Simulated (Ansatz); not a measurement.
dichloromethane (CH2Cl2), singlet, geometry from GFN2-xTB; Ansatz (a quantum-chemistry and plane-wave program) with MP2/pcseg-1.

Input for Ansatz:
Ansatz 0.2 input:
```yaml
crystal:
  periodic: [false, false, false]
  atoms:
    - {symbol: C, position_ang: [-0.01277935, 0.00575548, 0.78091376]}
    - {symbol: Cl, position_ang: [0.02591339, 1.46008427, -0.22991785]}
    - {symbol: Cl, position_ang: [-0.01872900, -1.46331993, -0.20910236]}
    - {symbol: H, position_ang: [-0.92568470, 0.02391950, 1.37405321]}
    - {symbol: H, position_ang: [0.88022607, -0.00344613, 1.40380793]}
basis:
  gaussian:
    orbitals: pcseg-1.json
    fitting: {mean_field: cc-pVTZ-JKFIT, correlation: cc-pVTZ-RIFIT}
magnetization: {spin_polarized: false}
correlation: {method: mp2}
```
The basis file holds pcseg-1 in the JSON format of the Basis Set Exchange.

Q: What does Ansatz print? Leave out banner, timings and long lists.

A: 
```
Functional definition: HF
381 factors; integrals over basis functions are off by at most 1.4e-1 eV
385 factors; integrals over basis functions are off by at most 1.7e-1 eV
mean field evaluation 1: about -26065.9849 eV, gradient 1.6e1 eV
mean field evaluation 2: about -26066.7111 eV, gradient 8.5e0 eV
mean field evaluation 4: about -26066.9004 eV, gradient 3.3e-1 eV
mean field evaluation 8: about -26066.9014 eV, gradient 2.0e-6 eV
mean field -26066.90142871 eV, -957.9409587248 hartree, gradient 2.0e-6 eV, S^2 0.000000; 0 other end points of the search recorded, 0 dependent functions left out
11 core orbitals not correlated
reference -26066.90142871 eV, -957.9409587248 hartree; 10, 10 occupied and 39, 39 virtual orbitals, 385 factors
second order -11.09980567 eV of doubles, -0.00000000 eV of singles
Total energy: -26078.00123439 eV, -958.3488690596 hartree
```
